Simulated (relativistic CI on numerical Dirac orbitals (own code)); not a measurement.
## Electric-dipole transitions in Pm⁵⁸⁺

These numbers are calculated, not measured: Dirac-Coulomb-Breit CI, KLI orbitals optimised for each configuration, QED by a radiative potential, unscaled Slater integrals (own radial code, finite nucleus).

Configurations in the expansion (outside the closed core 1s2): 2s, 2p, 3s, 3p, 3d, 4s, 4p, 4d, 4f, 5s, 5p, 5d, 5f, 5g, 6s, 6p, 6d. Levels of other configurations are missing.

```csv
λ vac (Å),Lower,Upper,A (s⁻¹),E lower (eV),E upper (eV)
1.2849,2p ²P°1/2 [2],4d ²D3/2 [12],2.40e+14,143.0,9792.1
1.3718,2p ²P°3/2 [3],4d ²D5/2 [13],2.53e+14,777.7,9815.9
1.6667,2s ²S1/2 [1],3p ²P°3/2 [6],2.49e+14,0.0,7438.9
1.6967,2p ²P°1/2 [2],3d ²D3/2 [7],7.10e+14,143.0,7450.2
1.7101,2s ²S1/2 [1],3p ²P°1/2 [5],3.11e+14,0.0,7250.1
1.8427,2p ²P°3/2 [3],3d ²D5/2 [8],7.82e+14,777.7,7506.3
1.8581,2p ²P°3/2 [3],3d ²D3/2 [7],1.30e+14,777.7,7450.2
3.5939,3p ²P°3/2 [6],5d ²D5/2 [20],4.17e+13,7438.9,10888.8
3.6055,3d ²D3/2 [7],5f ²F°5/2 [21],5.34e+13,7450.2,10888.9
3.6588,3d ²D5/2 [8],5f ²F°7/2 [23],5.51e+13,7506.3,10894.9
4.8122,3s ²S1/2 [4],4p ²P°3/2 [11],3.14e+13,7210.9,9787.4
4.8773,3p ²P°1/2 [5],4d ²D3/2 [12],6.99e+13,7250.1,9792.1
4.9650,3s ²S1/2 [4],4p ²P°1/2 [10],4.09e+13,7210.9,9708.1
5.2161,3p ²P°3/2 [6],4d ²D5/2 [13],8.48e+13,7438.9,9815.9
5.2405,3d ²D3/2 [7],4f ²F°5/2 [14],1.60e+14,7450.2,9816.1
5.3408,3d ²D5/2 [8],4f ²F°7/2 [15],1.67e+14,7506.3,9827.7
7.3590,4p ²P°3/2 [11],6d ²D5/2 [29],1.05e+13,9787.4,11472.2
10.488,4s ²S1/2 [9],5p ²P°3/2 [18],7.18e+12,9692.1,10874.2
10.610,4p ²P°1/2 [10],5d ²D3/2 [19],1.38e+13,9708.1,10876.6
11.257,4p ²P°3/2 [11],5d ²D5/2 [20],1.76e+13,9787.4,10888.8
11.304,4d ²D3/2 [12],5f ²F°5/2 [21],2.95e+13,9792.1,10888.9
11.490,4d ²D5/2 [13],5f ²F°7/2 [23],3.13e+13,9815.9,10894.9
11.493,4f ²F°5/2 [14],5g ²G7/2 [22],5.02e+13,9816.1,10894.9
11.580,4f ²F°7/2 [15],5g ²G9/2 [24],5.15e+13,9827.7,10898.4
15.942,2s ²S1/2 [1],2p ²P°3/2 [3],1.19e+12,0.0,777.7
19.638,5p ²P°1/2 [17],6d ²D3/2 [28],3.98e+12,10833.8,11465.1
20.735,5p ²P°3/2 [18],6d ²D5/2 [29],5.26e+12,10874.2,11472.2
54.379,3s ²S1/2 [4],3p ²P°3/2 [6],1.83e+11,7210.9,7438.9
130.13,4s ²S1/2 [9],4p ²P°3/2 [11],4.50e+10,9692.1,9787.4
256.00,5s ²S1/2 [16],5p ²P°3/2 [18],1.49e+10,10825.8,10874.2
```

Terms are leading LS components. Brackets give the number of a level in order of energy, since labels repeat. The list gives strong lines, with weight on those to low levels, without lines whose two gauges differ by over a factor of 2.5. Levels whose partners in the same complex of configurations lie outside the list can be far off, and so can their lines. Rates are taken at the computed energies, electric ones in the length gauge.

At this charge energies of transitions that change n are usually good to better than 1 %, and those within a shell (Δn = 0) to a few per cent.
